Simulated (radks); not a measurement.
Spherical quantum dot in the effective-mass picture: electrons in a hard-walled sphere of radius 5.55, all in effective atomic units (hartree* = m*/eps^2 hartree, bohr* = eps/m* bohr), one dielectric constant everywhere. Calculated with a radial shooting solver with Libxc functionals: non-relativistic Kohn-Sham, LDA (Slater exchange, Perdew-Wang correlation), spin-polarised, spherical densities. Levels are named by radial order and angular momentum (1s, 1p, 1d, 2s, ...), and open shells are averaged over m.

N = 31, configuration 1s2 1p6 1d10 1f(up 7, down 6). This is the lowest configuration that the search found. Occupied and some empty levels:

level    occupation  eigenvalue (hartree*)  <r> (bohr*)
1s up             1                 6.9450        4.071
1s down           1                 6.9510        4.068
1p up             3                 7.0126        4.133
1p down           3                 7.0187        4.132
1d up             5                 7.1391        4.203
1d down           5                 7.1453        4.202
1f up             7                 7.3193        4.269
1f down           6                 7.3256        4.269
1g up             0                 7.5493        4.330
1g down           0                 7.5557        4.330
2s up             0                 7.6711        2.485
2s down           0                 7.6730        2.483
2p up             0                 7.9196        2.915
2p down           0                 7.9223        2.913
2d up             0                 8.2291        3.187
2d down           0                 8.2324        3.185

Energy (hartree*): total 119.277, kinetic 23.282, external 0, Hartree 106.55, exchange-correlation -10.553.

Electron density:

r (bohr*)  n(r) (e/bohr*^3)
0.170             0.0003188
0.446             0.0003831
0.721             0.0005274
0.997             0.0008014
1.27               0.001299
1.55               0.002174
1.82               0.003688
2.10               0.006207
2.38                0.01027
2.65                0.01651
2.93                0.02555
3.20                0.03785
3.48                0.05297
3.75                0.06919
4.03                0.08249
4.30                0.08699
4.58                0.07722
4.86                0.05296
5.13                0.02304
5.41               0.002851
